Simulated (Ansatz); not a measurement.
Ansatz (a quantum-chemistry and plane-wave program) input:

Ansatz 0.2 input:
```yaml
crystal:
  periodic: [false, false, false]
  atoms:
    - {symbol: Si, position_ang: [-0.04215090, -1.05743513, -0.62250328]}
    - {symbol: N, position_ang: [-1.03995227, -0.33612121, 0.59420336]}
    - {symbol: Si, position_ang: [-2.56404203, 0.48517450, 0.43700529]}
    - {symbol: O, position_ang: [1.47287207, -0.41446808, -0.61816329]}
    - {symbol: Si, position_ang: [2.44252537, 0.69072647, 0.11493685]}
    - {symbol: H, position_ang: [-0.68868653, -0.75190738, -1.93007641]}
    - {symbol: H, position_ang: [-0.73247369, -0.48854826, 1.54723928]}
    - {symbol: H, position_ang: [-2.51924593, 1.80386136, 1.11525690]}
    - {symbol: H, position_ang: [-2.81676545, 0.67135297, -1.00664825]}
    - {symbol: H, position_ang: [-3.67766379, -0.28861672, 1.03816305]}
    - {symbol: H, position_ang: [2.25851925, 0.63944639, 1.58558934]}
    - {symbol: H, position_ang: [2.11762456, 2.05519771, -0.36064782]}
    - {symbol: H, position_ang: [3.84672692, 0.36928520, -0.21513731]}
basis:
  gaussian:
    orbitals: def2-TZVPD
hamiltonian:
  xc: {name: LC-wPBE}
magnetization: {spin_polarized: true, initial_magnetization: 1}
output: {forces: true}
```

Problem. What final total energy does it print?

Solution. -1003.08112 Eh (LC-wPBE/def2-TZVPD). The basis has 278 functions.

It need not be the lowest isomer of its formula.
